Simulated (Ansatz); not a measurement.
The inner images of a band of ClIn + H5NSi (9 atoms, charge 0, multiplicity 1) are given out of order.

All numbers below come from RKS PBE-D4/def2-SVP in Ansatz 0.2.0.

Initial state:

```xyz
9
Properties=species:S:1:pos:R:3
In -2.322 -0.994 -1.013
Si 0.776 -0.057 1.063
N 0.234 -0.240 -0.619
H -0.116 0.633 -1.063
Cl -2.191 1.422 -1.754
H -0.397 0.467 1.839
H 1.944 0.880 1.242
H 1.168 -1.419 1.560
H 0.904 -0.691 -1.255
```

Final state:

```xyz
9
Properties=species:S:1:pos:R:3
In -1.121 -0.780 -2.326
Si 0.809 -0.081 0.723
N 0.441 -0.831 -0.783
H -1.388 1.200 0.229
Cl -2.511 1.272 -0.507
H -0.135 1.120 0.886
H 2.189 0.527 0.847
H 0.569 -0.892 1.979
H 1.147 -1.534 -1.048
```

**Question.** Put them in order from the first end to the last, with their energies above the first end.
A.
```xyz
9
Properties=species:S:1:pos:R:3
In -1.520 -1.336 -1.733
Si 0.760 -0.128 0.864
N 0.318 -0.715 -0.710
H -1.051 1.344 -0.422
Cl -2.224 1.635 -0.943
H -0.323 0.851 1.277
H 2.065 0.637 0.877
H 0.852 -1.145 1.984
H 1.123 -1.142 -1.195
```
B.
```xyz
9
Properties=species:S:1:pos:R:3
In -2.057 -1.199 -1.519
Si 0.755 -0.022 1.038
N 0.210 -0.314 -0.634
H -0.264 0.568 -0.955
Cl -2.263 1.344 -1.126
H -0.288 0.879 1.621
H 2.106 0.643 1.037
H 0.853 -1.297 1.827
H 0.947 -0.601 -1.289
```
C.
```xyz
9
Properties=species:S:1:pos:R:3
In -1.178 -0.842 -2.274
Si 0.804 -0.106 0.743
N 0.401 -0.867 -0.749
H -1.364 1.249 0.183
Cl -2.360 1.502 -0.681
H -0.320 0.888 1.075
H 2.053 0.748 0.758
H 0.862 -0.997 1.965
H 1.101 -1.575 -1.018
```
D.
```xyz
9
Properties=species:S:1:pos:R:3
In -1.405 -1.157 -1.961
Si 0.781 -0.126 0.776
N 0.395 -0.811 -0.760
H -1.244 1.349 0.024
Cl -2.231 1.613 -0.833
H -0.349 0.844 1.125
H 2.042 0.706 0.826
H 0.835 -1.067 1.962
H 1.176 -1.352 -1.159
```
E.
```xyz
9
Properties=species:S:1:pos:R:3
In -2.208 -1.143 -1.197
Si 0.765 -0.035 1.046
N 0.260 -0.244 -0.648
H -0.134 0.629 -1.054
Cl -2.305 1.374 -1.442
H -0.343 0.719 1.717
H 2.060 0.720 1.197
H 0.932 -1.394 1.666
H 0.971 -0.625 -1.285
```
F.
```xyz
9
Properties=species:S:1:pos:R:3
In -1.776 -1.322 -1.609
Si 0.734 -0.046 0.986
N 0.141 -0.365 -0.654
H -0.585 0.705 -0.841
Cl -2.076 1.467 -0.970
H -0.303 0.889 1.515
H 2.080 0.625 0.907
H 0.868 -1.227 1.914
H 0.917 -0.726 -1.248
```
G.
```xyz
9
Properties=species:S:1:pos:R:3
In -1.619 -1.387 -1.626
Si 0.735 -0.087 0.932
N 0.218 -0.563 -0.673
H -0.876 1.063 -0.768
Cl -2.103 1.594 -0.945
H -0.307 0.879 1.430
H 2.070 0.623 0.891
H 0.861 -1.184 1.968
H 1.021 -0.939 -1.209
```

**Answer.** E (+0.01 eV), B (+0.11 eV), F (+0.99 eV), G (+1.55 eV), A (+1.69 eV), D (+1.62 eV), C (+1.59 eV).

Run time: 3 min on 2 threads of Intel(R) Xeon(R) Platinum 8488C (Sapphire Rapids), on a shared host, peak memory 0.17 GiB.
